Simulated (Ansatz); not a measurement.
Ansatz (a program for electronic structure) input (MP2/def2-TZVP):

Ansatz 0.2 input:
```yaml
crystal:
  periodic: [false, false, false]
  atoms:
    - {symbol: K, position_ang: [-0.00000000, -0.00000000, -2.51529452]}
    - {symbol: K, position_ang: [0.00000000, 0.00000000, 2.51529452]}
basis:
  gaussian:
    orbitals: def2-TZVP
total_charge: 1
magnetization: {spin_polarized: true, initial_magnetization: 1}
correlation: {method: mp2, electrons: outside_noble_gas}
relax: {f_tol: 0.003, max_steps: 100}
```

End of the output:

```
mean field -32604.37880316 eV, -1198.1888209744 hartree, gradient 5.7e-6 eV, S^2 0.750084; 0 other end points of the search recorded, 0 dependent functions left out
18 core orbitals not correlated
reference -32604.37880316 eV, -1198.1888209744 hartree; 1, 0 occupied and 47, 48 virtual orbitals, 690 factors
densities: 0.14 GiB planned
second order 0.00000000 eV of doubles, -0.00000000 eV of singles
the calculation of the forces begins
relax step   2: F+E_penalty+E_count = -32604.37880316 eV  Δ(F+E_penalty+E_count) = -5.425e-4 eV  max|allowed force component| = 5.916e-2 eV/Å  Δτ_max = 0.0045 Å  (19 SCF iters, accepted)
these checks for a lower state are left out or cut short: starts, cluster_reference, orbital_swaps, neighbouring_geometries, increment
integrals: 0.02 GiB planned
690 factors; integrals over basis functions are off by at most 3.6e-4 eV
mean field: 0.17 GiB planned
mean field -32604.38487706 eV, -1198.1890441862 hartree, gradient 3.1e-6 eV, S^2 0.750096; 0 other end points of the search recorded, 0 dependent functions left out
18 core orbitals not correlated
reference -32604.38487706 eV, -1198.1890441862 hartree; 1, 0 occupied and 47, 48 virtual orbitals, 690 factors
densities: 0.14 GiB planned
second order 0.00000000 eV of doubles, -0.00000000 eV of singles
the calculation of the forces begins
relax step   3: F+E_penalty+E_count = -32604.38487706 eV  Δ(F+E_penalty+E_count) = -6.074e-3 eV  max|allowed force component| = 9.393e-3 eV/Å  Δτ_max = 0.1148 Å  (24 SCF iters, accepted)
these checks for a lower state are left out or cut short: starts, cluster_reference, orbital_swaps, neighbouring_geometries, increment
integrals: 0.02 GiB planned
690 factors; integrals over basis functions are off by at most 3.5e-4 eV
mean field: 0.17 GiB planned
mean field evaluation 32: about -32604.3850 eV, gradient 1.2e-6 eV
mean field -32604.38500589 eV, -1198.1890489207 hartree, gradient 1.2e-6 eV, S^2 0.750094; 0 other end points of the search recorded, 0 dependent functions left out
18 core orbitals not correlated
reference -32604.38500589 eV, -1198.1890489207 hartree; 1, 0 occupied and 47, 48 virtual orbitals, 690 factors
densities: 0.14 GiB planned
second order 0.00000000 eV of doubles, -0.00000000 eV of singles
the calculation of the forces begins
relax step   4: F+E_penalty+E_count = -32604.38500589 eV  Δ(F+E_penalty+E_count) = -1.288e-4 eV  max|allowed force component| = 1.141e-3 eV/Å  Δτ_max = 0.0157 Å  (26 SCF iters, accepted)
these checks for a lower state are left out or cut short: cluster_reference
integrals: 0.02 GiB planned
690 factors; integrals over basis functions are off by at most 3.5e-4 eV
mean field: 0.17 GiB planned
mean field -32604.38500589 eV, -1198.1890489207 hartree, gradient 1.2e-6 eV, S^2 0.750094; 1 other end points of the search recorded, 0 dependent functions left out
18 core orbitals not correlated
reference -32604.38500589 eV, -1198.1890489207 hartree; 1, 0 occupied and 47, 48 virtual orbitals, 690 factors
densities: 0.14 GiB planned
second order 0.00000000 eV of doubles, -0.00000000 eV of singles
the calculation of the forces begins
Total energy: -32604.38500589 eV, -1198.1890489207 hartree
Atom 0 at     0.000000    -0.000000    -2.411706 Å, force     0.000000    -0.000000     0.001141 eV/Å
Atom 1 at    -0.000000     0.000000     2.411706 Å, force    -0.000000    -0.000000    -0.001141 eV/Å
Dipole moment:     0.000000     0.000000     0.000000 e Å
Checks for a lower state left out: cluster_reference
```
